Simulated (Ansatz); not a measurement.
Basis-set extrapolation for C₂H₇AlBF (`C[BH][Al]([CH3])[F]`) (PBE0-D4/def2-TZVP geometry, frozen core, Ansatz 0.2.0). Multiplicity 1, RHF reference.

```csv
,def2-TZVPP,def2-QZVPP
HF,-446.006149,-446.023335
MP2 correlation,-0.779030,-0.838199
CCSD(T) correlation,-0.854840,not run
```

Energies in hartree. Use E(X) = E(∞) + A·exp(−7.88·√X) for Hartree–Fock and E(X) = E(∞) + B·X^(−2.97) for correlation, with X = 3 and 4, and add CCSD(T) minus MP2 of the smaller set to the MP2 limit.

Task: What is the CCSD(T) energy at the basis-set limit?

Result: HF limit: -446.023335 + (-0.017186) × 0.13774 = -446.02570. MP2 limit: -0.838199 + (-0.059169) × 0.74074 = -0.88203. Higher-order term: -0.854840 − (-0.779030) = -0.07581. Total: -446.98354 hartree, 321.8 kJ/mol below CCSD(T)/def2-TZVPP.
